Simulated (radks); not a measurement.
Values are calculated unless marked as measured or tabulated.
Q: Neutral iridium: order these configurations by energy. Code: a radial shooting solver on a logarithmic mesh with Libxc functionals. Model: non-relativistic Kohn-Sham, PBE, spin-polarised, spherical densities, point nucleus. Open shells are filled with parallel spins first. [Xe] 4f14 5d6 6s2 6p1; [Xe] 4f14 5d7 6s1 6p1; [Xe] 4f14 5d7 6s2; [Xe] 4f14 5d8 6p1; [Xe] 4f14 5d8 6s1; [Xe] 4f14 5d9.

A: From the lowest, in eV above it: [Xe] 4f14 5d9 0.000; [Xe] 4f14 5d8 6s1 0.776; [Xe] 4f14 5d7 6s2 3.429; [Xe] 4f14 5d8 6p1 4.212; [Xe] 4f14 5d7 6s1 6p1 6.097; [Xe] 4f14 5d6 6s2 6p1 10.743.
